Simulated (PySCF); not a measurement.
**[Dy(NH3)]3+ at several levels of theory**

Computed with PySCF 2.14.0 (density fitting, no spin-orbit coupling) at the geometry relaxed with B3LYP:

```xyz
5
[Dy(NH3)]3+ (singlet in the valence; each metal's 4f electrons, 9 of them, lie in its core potential, out of spins and levels)
Dy    0.0000    0.0000   -0.1356
N     0.0000    0.0000    2.1925
H     0.9448    0.0000    2.6514
H    -0.4724    0.8182    2.6514
H    -0.4724   -0.8183    2.6514
```

```tsv
level	basis	state	HOMO (eV)	gap (eV)	charge on Dy1 (e)	population of f-type functions on Dy1 (polarisation alone where 4f lies in the core)	dipole about the centre of mass (D)	largest force component (eV/Å)
B3LYP	Dy lcecp-1-SVP with ECP55, N def2-SVP, H def2-SVP	singlet	-27.57	6.77	2.45	0.01	3.99	0.00
revPBE	the same	singlet	-26.44	4.99	2.42	0.01	4.24	0.26
M06-L	the same	singlet	-26.59	5.75	2.50	0.01	3.82	0.19
r2SCAN	the same	singlet	-26.66	5.95	2.47	0.01	3.97	0.09
B3LYP	Dy lcecp-1-TZVP with ECP55, N def2-TZVP, H def2-TZVP	singlet	-27.50	6.75	2.56	0.02	4.03	0.40
```

In the lcecp rows the 4f levels are missing from HOMO and gap, and the state counts the valence alone.

Charges are Mulliken's, which hang on the basis. The relaxation used the grid (50, 194), these runs (75, 302) or, all-electron (x2c bases, spin-free X2C Hamiltonian), (99, 590).

**Question.** What does HF with Dy lcecp-1-SVP with ECP55, N def2-SVP, H def2-SVP give here?

**Answer.** state singlet, HOMO (eV) -31.18, gap (eV) 14.42, charge on Dy1 (e) 2.60, population of f-type functions on Dy1 (polarisation alone where 4f lies in the core) 0.02, dipole about the centre of mass (D) 3.09, largest force component (eV/Å) 1.17. Time: 0.7 s on 2 threads of Arm Neoverse V2, on a shared host, from an already converged density.

In the first row's basis the gap widens with exact exchange: 5.0 to 5.9 eV for revPBE, M06-L, r2SCAN (none); 6.8 eV for B3LYP (a fixed share); 14.4 eV for Hartree–Fock (rising or full at long range).

An lcecp potential fixes the number of 4f electrons, so in runs with it no electron can move into or out of that shell.
